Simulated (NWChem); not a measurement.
# C2H2BrI; SMILES C(=C)(I)Br

Computed with NWChem. The geometry was optimised at PBE0/def2-SVP. Not confirmed as a minimum by frequencies. def2 effective core potentials on I; no spin-orbit coupling. Ions are spin-unrestricted doublets at the neutral geometry; other ion states weren't tried.

What does the run give for B3LYP/def2-SVP? Quantities: vertical ionisation energy, ΔSCF (eV); −ε(HOMO) (eV).


```yaml
vertical ionisation energy, ΔSCF (eV): 9.09
"−ε(HOMO) (eV)": 6.89
```
